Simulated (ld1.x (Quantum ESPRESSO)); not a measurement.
## Logarithmic derivatives: He, TM

ld1.x (Quantum ESPRESSO) 7.5 input, shortened:

```
&input
   title='He', zed=2., rel=0, dft='PBE', iswitch=3,
   config='[He] 2p-2'
 /
 &inputp
   pseudotype=2, tm=.true., lloc=-1, rcloc=0.70,
   nlcc=.false.
 /
2
1S  1  0   2.00   0.00  0.85  0.85  0.0
2P  2  1  -2.00   0.50  0.75  0.75  0.0
 &test
   configts(1)='1s2'
 /
```

The phase is arctan(r·u′/u) with u = r·R(r), unwrapped; energies in Ry, scanned from -3 to 5 Ry. A pole is an energy at which the radial function vanishes at the test radius. The pseudo phase is shifted by a multiple of π to meet the all-electron one at the reference energy, and phase errors are pseudo minus all-electron; the curves can meet again beyond the range given. Levels narrower than the energy grid can be missing from the lists of poles.

Problem. For each channel, where are the poles, and over which energies does the pseudopotential scatter like the atom?

Solution.

```json
{"channel": "s", "radius (bohr)": "0.95", "reference energy (Ry)": "-1.16", "poles, all-electron": "3.00", "poles, pseudo": "3.03", "unbroken range about the reference energy with phases within 0.05 rad": "the whole range", "phase error 1 Ry above the reference energy (rad)": "+0.000"}
{"channel": "p", "radius (bohr)": "0.95", "reference energy (Ry)": "0.50", "poles, all-electron": "none", "poles, pseudo": "none", "unbroken range about the reference energy with phases within 0.05 rad": "the whole range", "phase error 1 Ry above the reference energy (rad)": "+0.000"}
```

Phases in the p channel:

```json
{"E (Ry)": "-3.00", "all-electron": "1.128", "pseudo": "1.128"}
{"E (Ry)": "-2.52", "all-electron": "1.111", "pseudo": "1.111"}
{"E (Ry)": "-2.04", "all-electron": "1.093", "pseudo": "1.093"}
{"E (Ry)": "-1.56", "all-electron": "1.072", "pseudo": "1.072"}
{"E (Ry)": "-1.08", "all-electron": "1.049", "pseudo": "1.049"}
{"E (Ry)": "-0.60", "all-electron": "1.023", "pseudo": "1.023"}
{"E (Ry)": "-0.12", "all-electron": "0.994", "pseudo": "0.994"}
{"E (Ry)": "0.36", "all-electron": "0.961", "pseudo": "0.961"}
{"E (Ry)": "0.84", "all-electron": "0.923", "pseudo": "0.923"}
{"E (Ry)": "1.32", "all-electron": "0.879", "pseudo": "0.879"}
{"E (Ry)": "1.80", "all-electron": "0.828", "pseudo": "0.828"}
{"E (Ry)": "2.28", "all-electron": "0.768", "pseudo": "0.768"}
{"E (Ry)": "2.76", "all-electron": "0.698", "pseudo": "0.698"}
{"E (Ry)": "3.24", "all-electron": "0.614", "pseudo": "0.614"}
{"E (Ry)": "3.72", "all-electron": "0.514", "pseudo": "0.514"}
{"E (Ry)": "4.20", "all-electron": "0.396", "pseudo": "0.396"}
{"E (Ry)": "4.68", "all-electron": "0.258", "pseudo": "0.258"}
```
